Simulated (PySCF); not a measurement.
Computed IR spectrum (relative IR intensity) of a molecule C₃H₈BF. Coordinates come from a PBE-D3(BJ)/def2-SVP optimisation. The values are those of a single conformer. Computed with PBE-D3(BJ)/def2-SVP in PySCF. Harmonic, unscaled wavenumbers; measured fundamentals usually lie a few per cent lower.

Lines under 2 % of the strongest are left out, and lines within 2 cm⁻¹ are merged.

ν (cm⁻¹): 499 (vw), 736 (w), 835 (w), 917 (w), 1001 (w), 1077 (m), 1109 (vw), 1220 (w), 1248 (w), 1334 (w), 1342 (s), 1361 (m), 1421 (vw), 1429 (w), 1438 (m), 2521 (vs), 2867 (w), 2961 (m), 2965 (m), 3042 (m), 3057 (w), 3064 (w) (against the strongest line: vs over 80 %, s over 45 %, m over 15 %, w over 4 %, vw less)

Question: Pick the molecule that these values belong to.
A) CC(C)BF
B) CCB(C)F
C) CCCBF

Answer: A, CC(C)BF
